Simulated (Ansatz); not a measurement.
The cluster La3. The state is a doublet with charge 0. Geometry PBE0-D4/def2-TZVP; atoms count from 1.

```tsv
atom	x (Å)	y (Å)	z (Å)
La1	0.4194	-0.4370	-1.7552
La2	-0.9054	1.6208	0.3626
La3	0.4861	-1.1839	1.3927
```

In the def2 sets La takes a core potential; there is no spin–orbit coupling. The charge 0 doublet is spin-contaminated (final ⟨S²⟩ up to 2.72, 0.75 for a pure state). The geometry of the doublet was relaxed on an unsound state (⟨S²⟩ 2.09, where a pure state has 0.75). At PBE0-D4/def2-TZVP a quartet of charge 0 lies 0.11 eV below the doublet, each at its own geometry. That quartet is doubtful there (⟨S²⟩ 4.23, where a pure state has 3.75). The structure comes from a short search, and lower isomers may exist.

Q: Estimate the Mulliken populations from the PBE0/def2-TZVP orbitals of Ansatz.

A: 
```csv
atom,charge (e),spin (α − β),d electrons
La1,0.00,-0.36,2.12
La2,0.01,1.86,2.19
La3,-0.01,-0.49,2.09
```
Mulliken values and Mayer orders depend strongly on the basis.

Q: Where does the spin sit?

A: Summed by element: La 1.00, of 1 unpaired in all. Largest on single atoms: La2 1.86, La3 -0.49, La1 -0.36.

Q: And the Mayer bond orders between bonded heavy atoms (over 0.3)?

A: La1–La2 1.68 (3.24 Å); La1–La3 1.79 (3.24 Å); La2–La3 1.64 (3.30 Å).
